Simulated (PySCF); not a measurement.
Here is a job for PySCF.
```python
from pyscf import gto, scf, mcscf
import numpy

mol = gto.M(
    atom='''
C    -0.75245964   -1.54718380   -1.21469072
Ge   -0.25399018   -0.06740855    0.02229560
C    -0.71143954   -0.68470167    1.86023766
C    -1.47574849    1.45170808   -0.38750071
Si    2.01924245    0.53590344   -0.17725183
H    -1.80284801   -1.80437583   -1.10540087
H    -0.58335172   -1.26515337   -2.25056865
H    -0.16685601   -2.44018591   -1.01286658
H    -0.52317992    0.09518318    2.59335109
H    -1.76130837   -0.95845158    1.92538505
H    -0.12141924   -1.55365521    2.13948227
H    -2.51489363    1.14945808   -0.28635697
H    -1.32889976    1.80918070   -1.40325961
H    -1.30302600    2.28594275    0.28733350
H     2.52627666    0.27067925   -1.52518230
H     2.85563205   -0.21368700    0.76238147
H     2.22005146    1.96055480    0.09549052
''',
    basis='sto-3g',
    verbose=3,
)

mf = scf.RHF(mol)
mf.kernel()
mc = mcscf.CASSCF(mf, 4, 4)
mc.fix_spin_(ss=0.0)
mc.kernel()
occ = numpy.linalg.eigvalsh(mc.fcisolver.make_rdm1(mc.ci, mc.ncas, mc.nelecas))[::-1]
ss = mc.fcisolver.spin_square(mc.ci, mc.ncas, mc.nelecas)[0]
print('natural occupations', occ.round(4), ' <S^2>', round(ss, 4))
```

### Question
Predict the SCF-reference Mulliken (on the basis functions themselves) charges in atom order from CASSCF(4,4)/STO-3G run with PySCF.

### Answer
C1 -0.34, Ge2 0.54, C3 -0.34, C4 -0.34, Si5 0.50, H6 0.05, H7 0.05, H8 0.05, H9 0.05, H10 0.05, H11 0.05, H12 0.05, H13 0.05, H14 0.05, H15 -0.16, H16 -0.16, H17 -0.16

### Question
What nuclear repulsion energy does CASSCF(4,4)/STO-3G give?

### Answer
473.7167 Eh

### Question
What is the computed SCF-reference HOMO-LUMO gap (CASSCF(4,4)/STO-3G)?

### Answer
19.40 eV

### Question
What natural occupations of the active orbitals does CASSCF(4,4)/STO-3G give?

### Answer
1.99, 1.98, 0.02, 0.01

### Question
Give the number of basis functions at the level CASSCF(4,4)/STO-3G.

### Answer
54

### Question
Predict the SCF-reference HOMO energy from CASSCF(4,4)/STO-3G.

### Answer
-8.57 eV
